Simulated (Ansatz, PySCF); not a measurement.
C3H9NOSi, SMILES O[SiH]1CN(C1)C. Atoms are numbered in the order given.

```xyz
15

C     -2.4858    -0.3023     0.0000
N     -1.0439    -0.3468     0.0000
C     -0.3583     0.2647    -1.1564
Si     1.1354     0.4336     0.0000
O      2.2369    -0.8148     0.0000
C     -0.3583     0.2647     1.1564
H     -2.8812     0.7412     0.0000
H     -2.8806    -0.8158     0.8920
H     -2.8806    -0.8158    -0.8920
H     -0.3464    -0.3766    -2.0552
H     -0.7888     1.2551    -1.4441
H      1.9681     1.6650     0.0000
H      1.8543    -1.7009     0.0000
H     -0.3464    -0.3766     2.0552
H     -0.7888     1.2551     1.4441
```
Charge 0, spin multiplicity 1.

Geometry optimised at r2SCAN-D4/def2-SVP. This is a generated structure with no PubChem entry under its InChIKey; it may be hypothetical. Other conformers were not sampled.

Two levels are set side by side: PBE-D3(BJ)/def2-SVP (Ansatz, a program for electronic structure) and r2SCAN-D4/def2-SVP (Ansatz). Each level has its own optimised geometry; the coordinates shown are those of the second. Frequencies come from the Hessian of PySCF at each geometry. Differences are taken from unrounded values.

```tsv
quantity	r2SCAN-D4
mean bond length (Å)	1.338
bond C1–N2 (Å)	1.443
bond N2–C3 (Å)	1.477
bond N2–C6 (Å)	1.477
bond C3–Si4 (Å)	1.896
bond Si4–O5 (Å)	1.665
bond Si4–C6 (Å)	1.896
bond C1–H7 (Å)	1.116
bond C1–H8 (Å)	1.102
bond C1–H9 (Å)	1.102
bond C3–H10 (Å)	1.104
bond C3–H11 (Å)	1.118
bond Si4–H12 (Å)	1.487
bond O5–H13 (Å)	0.965
bond C6–H14 (Å)	1.104
bond C6–H15 (Å)	1.118
highest harmonic wavenumber (cm⁻¹)	3871
mean harmonic wavenumber (cm⁻¹)	1357
zero-point energy (kcal/mol)	75.68
```

Question: What does PBE-D3(BJ) give, and how far is it from r2SCAN-D4? (The exact figures need the calculation; the answer reports its results.)

Answer: 
```json
[
 {"quantity": "mean bond length (Å)", "PBE-D3(BJ)": "1.346", "PBE-D3(BJ) minus r2SCAN-D4": "0.008"},
 {"quantity": "bond C1–N2 (Å)", "PBE-D3(BJ)": "1.445", "PBE-D3(BJ) minus r2SCAN-D4": "0.003"},
 {"quantity": "bond N2–C3 (Å)", "PBE-D3(BJ)": "1.477", "PBE-D3(BJ) minus r2SCAN-D4": "0.000"},
 {"quantity": "bond N2–C6 (Å)", "PBE-D3(BJ)": "1.477", "PBE-D3(BJ) minus r2SCAN-D4": "0.000"},
 {"quantity": "bond C3–Si4 (Å)", "PBE-D3(BJ)": "1.908", "PBE-D3(BJ) minus r2SCAN-D4": "0.012"},
 {"quantity": "bond Si4–O5 (Å)", "PBE-D3(BJ)": "1.681", "PBE-D3(BJ) minus r2SCAN-D4": "0.016"},
 {"quantity": "bond Si4–C6 (Å)", "PBE-D3(BJ)": "1.908", "PBE-D3(BJ) minus r2SCAN-D4": "0.012"},
 {"quantity": "bond C1–H7 (Å)", "PBE-D3(BJ)": "1.124", "PBE-D3(BJ) minus r2SCAN-D4": "0.008"},
 {"quantity": "bond C1–H8 (Å)", "PBE-D3(BJ)": "1.110", "PBE-D3(BJ) minus r2SCAN-D4": "0.008"},
 {"quantity": "bond C1–H9 (Å)", "PBE-D3(BJ)": "1.110", "PBE-D3(BJ) minus r2SCAN-D4": "0.008"},
 {"quantity": "bond C3–H10 (Å)", "PBE-D3(BJ)": "1.111", "PBE-D3(BJ) minus r2SCAN-D4": "0.007"},
 {"quantity": "bond C3–H11 (Å)", "PBE-D3(BJ)": "1.125", "PBE-D3(BJ) minus r2SCAN-D4": "0.007"},
 {"quantity": "bond Si4–H12 (Å)", "PBE-D3(BJ)": "1.498", "PBE-D3(BJ) minus r2SCAN-D4": "0.011"},
 {"quantity": "bond O5–H13 (Å)", "PBE-D3(BJ)": "0.974", "PBE-D3(BJ) minus r2SCAN-D4": "0.008"},
 {"quantity": "bond C6–H14 (Å)", "PBE-D3(BJ)": "1.111", "PBE-D3(BJ) minus r2SCAN-D4": "0.007"},
 {"quantity": "bond C6–H15 (Å)", "PBE-D3(BJ)": "1.125", "PBE-D3(BJ) minus r2SCAN-D4": "0.007"},
 {"quantity": "highest harmonic wavenumber (cm⁻¹)", "PBE-D3(BJ)": "3756", "PBE-D3(BJ) minus r2SCAN-D4": "-115"},
 {"quantity": "mean harmonic wavenumber (cm⁻¹)", "PBE-D3(BJ)": "1323", "PBE-D3(BJ) minus r2SCAN-D4": "-35"},
 {"quantity": "zero-point energy (kcal/mol)", "PBE-D3(BJ)": "73.75", "PBE-D3(BJ) minus r2SCAN-D4": "-1.94"}
]
```
